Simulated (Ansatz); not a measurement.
## Ansatz (development build ahead of 0.2.0) run

```yaml
crystal:
  periodic: [false, false, false]
  atoms:
    - { symbol: Be, position_ang: [2.037, 0.0, 0.0] }
    - { symbol: Be, position_ang: [1.0185, 1.76409, 0.0] }
    - { symbol: Be, position_ang: [-1.0185, 1.76409, 0.0] }
    - { symbol: Be, position_ang: [-2.037, 0.0, 0.0] }
    - { symbol: Be, position_ang: [-1.0185, -1.76409, 0.0] }
    - { symbol: Be, position_ang: [1.0185, -1.76409, 0.0] }
basis:
  gaussian: { orbitals: def2-SVP }
hamiltonian:
  xc: hf
correlation:
  method: mp2
  frozen_orbitals: { Be: 0 }
output:
  forces: true
```

The input is written out in the form of the current development build from the run's settings.

Results

```json
{"Converged": "yes", "Reference energy": "-87.46492 hartree", "Correlation energy": "-0.12148 hartree", "Total energy": "-87.58639 hartree"}
```

Forces (eV/Å):
```json
{"atom": "Be1", "Fx": "1.143", "Fy": "0.000", "Fz": "0.000"}
{"atom": "Be2", "Fx": "0.572", "Fy": "0.990", "Fz": "0.000"}
{"atom": "Be3", "Fx": "-0.572", "Fy": "0.990", "Fz": "0.000"}
{"atom": "Be4", "Fx": "-1.143", "Fy": "0.000", "Fz": "0.000"}
{"atom": "Be5", "Fx": "-0.572", "Fy": "-0.990", "Fz": "0.000"}
{"atom": "Be6", "Fx": "0.572", "Fy": "-0.990", "Fz": "0.000"}
```
